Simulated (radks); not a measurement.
Results of a calculation; reference values are marked as such.
Task: Orbital eigenvalues (eV) of neutral cobalt, [Ar] 3d7 4s2, of relativity; Dirac values are averaged over j with weights 2j + 1. Spin-unpolarised spherical Kohn-Sham, BLYP, point nucleus unless stated (finite: rms radius 3.7875 fm), a radial shooting solver on a logarithmic mesh with Libxc functionals. A level marked "c x" has the speed of light scaled by that factor and shares open shells by 2j + 1; other Dirac levels either fill j = l - 1/2 first or share by 2j + 1.

| shell | non-rel. |
|---|---|
| 1s | -7518.3 |
| 2s | -883.02 |
| 2p | -766.86 |
| 3s | -99.598 |
| 3p | -64.898 |
| 3d | -8.4093 |
| 4s | -5.3075 |

Give the values at the level "Dirac, low j first".

Result: 
shell  Dirac, low j first  change of magnitude (%)
1s                -7593.7                    +1.00
2s                -898.74                    +1.78
2p                -769.96                    +0.40
3s                -102.06                    +2.47
3p                -65.396                    +0.77
3d                -8.0798                    -3.92
4s                -5.4119                    +1.97
